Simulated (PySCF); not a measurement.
H4P, SMILES [PH4+], charge +1.

Geometry: TPSSh-D3(BJ)/def2-TZVPD. The isomer is the one that the SMILES or the coordinates give; other isomers of the formula were not compared.

The numbers are results of TPSSh-D3(BJ)/def2-TZVPD (PySCF), not measurements.

Frequencies are harmonic and unscaled.

Modes within 1.5 cm⁻¹ of each other (mostly degenerate sets) share a row, with their intensities summed.

Computed vibrational spectrum:
```
mode  ν (cm⁻¹)  IR (km/mol)  moving atoms (share of kinetic energy)
----  --------  -----------  --------------------------------------
1–3       1002         24.5                                  H 93 %
4–5       1146          0.0                                 H 100 %
6         2516          0.0                                 H 100 %
7–9       2567         93.3                                  H 96 %
```
